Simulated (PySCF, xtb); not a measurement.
ClF3H2OSi2, SMILES F[Si](F)(F)O[SiH2]Cl.

GFN2-xTB (xtb) at its own geometry gives an orbital gap of 6.13 eV and a dipole moment of 2.78 D.

Coordinates come from a PBE0-D3(BJ)/def2-SVP optimisation. This is a generated structure with no PubChem entry under its InChIKey; it may be hypothetical. One conformer was computed; it need not be the lowest.

Q: What does PBE/def2-TZVP (PySCF) give? (Estimate from the structure and the level; the computed values follow.)

A: gap 6.78 eV (levels -7.96 and -1.18 eV), dipole 1.98 D.
